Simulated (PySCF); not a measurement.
Start geometry of `C#C/C(F)=C\CF` from GFN2-xTB (Å):
```
atom  x, y, z in Å
C1     2.230    1.075   -0.730
C2     1.483    0.211   -0.364
C3     0.676   -0.865    0.089
F4     1.426   -1.985    0.369
C5    -0.629   -0.864    0.242
C6    -1.491    0.327   -0.049
F7    -2.345    0.555    0.994
H8     2.836    1.893   -1.068
H9    -1.125   -1.736    0.642
H10   -0.900    1.231   -0.180
H11   -2.122    0.133   -0.921
```

**Question.** What comes out of this run: PBE0-D3(BJ)/def2-SVP geometry optimisation, gas phase in PySCF?

**Answer.** 
```
atom  x, y, z in Å
C1     2.3549    0.7654   -0.7278
C2     1.5004   -0.0459   -0.4424
C3     0.5084   -1.0153   -0.1082
F4     0.9607   -2.2698   -0.0951
C5    -0.7787   -0.7662    0.1639
C6    -1.3935    0.5873    0.1478
F7    -1.9987    0.8550    1.3524
H8     3.1145    1.4844   -0.9764
H9    -1.4186   -1.6204    0.4036
H10   -0.6374    1.3624   -0.0573
H11   -2.1678    0.6414   -0.6387
```

The energy falls by 0.104 eV over 15 energy and gradient evaluations, the largest force component goes from 0.0420 to 1.4e-04 Eh/bohr, and the atoms move by 0.080 Å rms after alignment. The bond that changes most is C3–F4 (vinylic C–F carbon to vinyl fluorine), which shortens by 0.043 Å. Bonds longer at the end by more than 0.005 Å: 7 of 10; shorter: 2. Among the angles that change most is C2–C1–H8, from 175.8° to 179.7°. Among the dihedrals that turn most is H9–C5–C6–H10, from 164° to 177°. Rotational constants go from 4124, 1621, 1210 to 3972, 1658, 1225 MHz. The orientation of the end geometry is arbitrary; only internal coordinates are fixed.

The run used 118 basis functions and 109 SCF cycles in all. On one thread, Arm Neoverse V2 (aarch64) (shared host), this took 68 s of wall time and 0.51 GiB of memory at its peak.

Not checked by PBE0-D3(BJ)/def2-SVP frequencies. One conformer, not necessarily the lowest.
